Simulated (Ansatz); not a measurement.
A structure relaxed at PBE0-D4/def2-TZVP, charge 0, multiplicity 1:

```xyz
12

N    -0.689    2.230   -1.021
C    -0.290    1.173   -0.452
Si   -1.612    0.045    0.301
S     1.462    0.827   -0.281
Si    1.649   -1.243    0.246
H     0.074    2.807   -1.385
H    -1.496    0.089    1.780
H    -1.372   -1.352   -0.149
H    -2.940    0.517   -0.148
H     3.108   -1.394    0.464
H     1.198   -2.139   -0.846
H     0.908   -1.560    1.492
```

(1) Give its formula and SMILES.

(2) Summarise the bond lengths by kind.

Answers

(1) CH7NSSi2, `N=C([SiH3])S[SiH3]`.

(2) 1 × C–N 1.265 Å; 1 × H–N 1.023 Å; 1 × C–Si 1.894 Å; 1 × C–S 1.794 Å; 6 × H–Si 1.479 to 1.487 Å; 1 × S–Si 2.145 Å.

All numbers were calculated with Ansatz.
